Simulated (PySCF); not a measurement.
## Correlation energy of Sb⁺ (antimony, charge +1)

[Kr] 4d10 5s2 5p2, high-spin 3P determinant. All numbers are calculated (PySCF 2.14, the spin-free X2C one-electron Hamiltonian (Gaussian nucleus), in aug-cc-pVQZ-DK3). Frozen: [Kr] 4d10; 4 electrons correlated.

```
  level  correlation energy (mhartree)
   CCSD                         -60.87
    (T)                          -1.60
CCSD(T)                         -62.47
```

Diagnostics: T1 = 0.0077, D1 = 0.0199, largest double amplitude 0.090.

Cost of the coupled-cluster step: about 27 core-seconds, for 4 correlated electrons.
